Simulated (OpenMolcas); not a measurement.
# Zn: effect of the IPEA shift

```json
{
  "Program": "OpenMolcas",
  "Basis": "ANO-RCC [10s9p8d6f4g2h]",
  "Scalar Hamiltonian": "DKH2, point nucleus",
  "Active space": "2 electrons in 9 orbitals (RAS2 4s 4p; RAS3 4d, at most 2 electrons)",
  "State averaging": "2S+1 = 3 even, 3 roots; 2S+1 = 1 even, 6 roots; 2S+1 = 3 odd, 3 roots; 2S+1 = 1 odd, 3 roots",
  "Spin-orbit coupling": "state interaction with AMFI integrals over the reference wave functions, term energies averaged over their components"
}
```

Methods on the same reference wave functions:
A. RASSCF
B. SS-RASPT2, IPEA 0 Eh, imaginary shift 0.1 Eh (closed shells correlated: 3d)
C. SS-RASPT2, IPEA 0.25 Eh, imaginary shift 0.1 Eh (closed shells correlated: 3d)

Energies in cm⁻¹ above 4s² ¹S₀, the measured ground level; measured values from NIST Handbook of Basic Atomic Spectroscopic Data.

```csv
Level,A,B,C,Measured
4s² ¹S₀,0.0,0.0,0.0,0.0
4s 4p ³P°₀,26182,31220,31220,32311
4s 4p ³P°₁,26341,31380,31370,32501
4s 4p ³P°₂,26662,31700,31700,32890
4s 4p ¹P°₁,43613,46390,46450,46745
```

Deviations, from unrounded energies. A percentage is the sum of absolute deviations over the sum of measured energies, with the sign that they share, or ± where signs differ.

| Against measurement | Levels | A | B | C |
| --- | --- | --- | --- | --- |
| mean absolute deviation (cm-1) | 4 | 5400 | 940 | 930 |
| other configurations (%) | 4 | -15.0 | -2.6 | -2.6 |

B, C lie about equally close to measurement and A furthest from it. The largest miss of C in the table is 4s 4p ³P°₂, by -1200 cm-1. The ranking rests on the paired levels alone, and a cruder setting can come out closer through cancelling errors.

Between B and C the level of the table that moves most is 4s 4p ¹P°₁, by 58 cm-1 (lowest in B, highest in C). Moves below CASPT2's spread within the term are not significant.

The lowest spin-free term lies below A's lowest term by 0.559 hartree in B, 0.558 hartree in C.

Active for correlation alone: 4d; no level in the range computed is led by a configuration that fills it, so any true level of that kind is missing. Without dynamic correlation excited terms often stand tens of per cent too high (terms of higher spin than the ground term too low), and those without a measured partner can miss by more than the paired ones (holds for A). Measured partners are found by configuration, term and J. A level has none where our copy of the source lacks it or the pairing is in doubt (some pairs that miss far off the trend of their configuration count as doubtful), and it then counts in no deviation. Only configurations of the active space appear. Levels that lie high or do not pair safely by name in every column are left out.

° marks odd parity.
